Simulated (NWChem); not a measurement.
## A calculation on C₂H₆AlCl

SMILES: [CH3][Al]([CH3])[Cl]
```xyz
10

Al     0.2192    -0.2528     0.2233
C      2.0239    -0.6655    -0.4168
H      2.4251    -1.6027     0.0213
H      2.7218     0.1531    -0.1338
H      2.0642    -0.7473    -1.5224
C     -0.6193    -0.9531     1.8491
H     -1.3074    -1.7880     1.5907
H     -1.2335    -0.1852     2.3628
H      0.1227    -1.3522     2.5712
Cl    -0.9453     1.0895    -0.9639
```
Charge 0, spin multiplicity 1.

All runs are NWChem calculations. The geometry was optimised at PBE/def2-SVP, a minimum by its harmonic frequencies.

Symmetry labels belong to the abelian group C1 used in the runs, with the axes of the coordinates shown.

The structure started from a generated list of species.

**Question.** List the lowest 3 singlet excitations that CIS/def2-SVP gives, with oscillator strengths.

**Answer.** 
| state | symmetry | energy (eV) | wavelength (nm) | f |
|---|---|---|---|---|
| 1 | a | 6.99 | 177 | 0.000 |
| 2 | a | 8.22 | 151 | 0.358 |
| 3 | a | 8.57 | 145 | 0.015 |
